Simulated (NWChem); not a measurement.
Species: C2H8AlO, doublet

```xyz
12

Al     0.2522     0.0145     0.6157
C      0.6972     1.7257    -0.3056
H      0.5573     1.6604    -1.4013
H      1.7591     1.9780    -0.1391
H      0.1194     2.5926     0.0590
C      0.8189    -1.6646    -0.2934
H      0.6285    -1.6363    -1.3839
H      0.3385    -2.5718     0.1107
H      1.9064    -1.8126    -0.1745
O     -1.7228    -0.0977    -0.0443
H     -2.0781     0.7461    -0.3556
H     -1.8242    -0.7298    -0.7703
```
Atoms are numbered in this order, from 1.

Results from NWChem. Spin-unrestricted. Geometry: optimised at PBE0/def2-SVP, spin-unrestricted. Not confirmed as a minimum by frequencies. The spin multiplicity was typed, not searched, and may not be the lowest. No stability test was run on the SCF state.

Task: Predict the results for B3LYP/3-21G. Quantities: highest occupied level (eV); lowest empty minus highest occupied level, either spin (eV); dipole (D); <S²>.

Result: 
- highest occupied level (eV): -3.52
- lowest empty minus highest occupied level, either spin (eV): 2.60
- dipole (D): 4.62
- <S²>: 0.750
